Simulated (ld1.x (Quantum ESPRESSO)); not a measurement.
## Before and after: TM potential for gold

gold, norm-conserving Troullier–Martins (Kleinman–Bylander form), made with ld1.x (Quantum ESPRESSO) 7.5 (BP86, scalar-relativistic). Core [Xe] 4f14, reference 5d10 6s0 6p0 (charge +1). Waves: 6s (bound, empty): rc 1.70 bohr; 6p (bound, empty): rc 2.95 bohr; 5d (bound): rc 1.55 bohr. Local part: all-electron potential smoothed inside 1.20 bohr (lloc = -1). Core correction: Bessel-smoothed model core, default radius (core density twice the valence density).

Change: reference 5d10 6s0.5 6p0.

Cutoffs: the cutoffs (Ry, on a coarse ladder) from which the occupation-weighted sum of valence levels, in a spherical-Bessel basis at the reference potential, stays within 10 and 1 mRy of its value at 400 Ry; they do not see the model core or the augmentation charge, which bear on the density cutoff. Errors are all-electron minus pseudo energies relative to the spin-unpolarised reference configuration.

Question: What does the change do?

Answer: The potential gets neither clearly harder nor softer (45 Ry and 70 Ry → 45 Ry and 80 Ry); both files keep a bound ghost (p, s).

| quantity | base | changed |
| --- | --- | --- |
| cutoff, loose | 45 Ry | 45 Ry |
| cutoff, tight | 70 Ry | 80 Ry |
| bound ghosts | s, p | s, p |
| largest error over its own tests, meV | -189 | -542 |
| s: phases at 3.20 bohr within 0.05 rad from the reference energy up to (Ry; the scan ends near 5) | 0.2 | 0.5 |
| p: phases at 3.20 bohr within 0.05 rad from the reference energy up to (Ry; the scan ends near 5) | 1.5 | 1.7 |
| d: phases at 3.20 bohr within 0.05 rad from the reference energy up to (Ry; the scan ends near 5) | to the end of the scan | to the end of the scan |

Base: These tests converged, but a pseudo level misses the all-electron one widely, so the file describes the atom poorly there or has found another state: 5d8 6s0 6p0: empty 6p by 7.0 eV. Changed file: These tests converged, but a pseudo level misses the all-electron one widely, so the file describes the atom poorly there or has found another state: 5d9 6s0 6p0: empty 6p by 3.1 eV (a node warning on the way). A true bound ghost makes a file unfit for plane-wave use even where its test errors are small: the radial tests pick states by their node count and pass the ghost by.
